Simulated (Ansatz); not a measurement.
Coupled-cluster diagnostics for CuSn₂, Ansatz.

Geometry of the doublet (PBE-D4/def2-TZVP):

Cartesian coordinates in Å:
```
Cu 0.232 0.234 -1.416
Sn -1.377 0.355 0.579
Sn 1.145 -0.589 0.837
```

In the def2 sets Sn takes a core potential; there is no spin–orbit coupling. Correlated methods freeze 17 core orbitals; core or outer-core shells of Sn are correlated, in sets that lack core-valence functions. The structure comes from a short search, and lower isomers may exist.

Geometry of the charge 0 quartet (PBE-D4/def2-TZVP):

```
atom   x (Å)   y (Å)   z (Å)
 Cu1  -1.218   0.131  -0.522
 Sn2  -0.020  -0.472   1.626
 Sn3   1.238   0.340  -1.104
```

**Question.** Estimate the CCSD(T) correlation energy, the shares of MP2 and (T), T1 and the reference's ⟨S²⟩ for: charge 0, doublet, own geometry in def2-TZVP; charge 0, quartet, own geometry in def2-TZVP; and the rough time on 4 threads of Arm Neoverse V2 on a shared host.

**Answer.** 
```tsv
state	basis	correlation (eV)	MP2 share (%)	(T) share (%)	T1	⟨S²⟩ (pure)	wall time	remarks
charge 0, doublet, own geometry	def2-TZVP	-27.333	103.1	4.1	0.040	1.05 (0.75)	61 s	spin-contaminated
charge 0, quartet, own geometry	def2-TZVP	-26.903	103.6	4.0	0.037	3.77 (3.75)	68 s	–
```
Customary marks for T1 are 0.02 (closed shells), 0.045 (open shells) and about 0.05 (3d metals). T1 exceeds 0.02 in 2 of 2 rows and 0.045 in 0; the higher it lies, the less the single-reference result can be trusted.
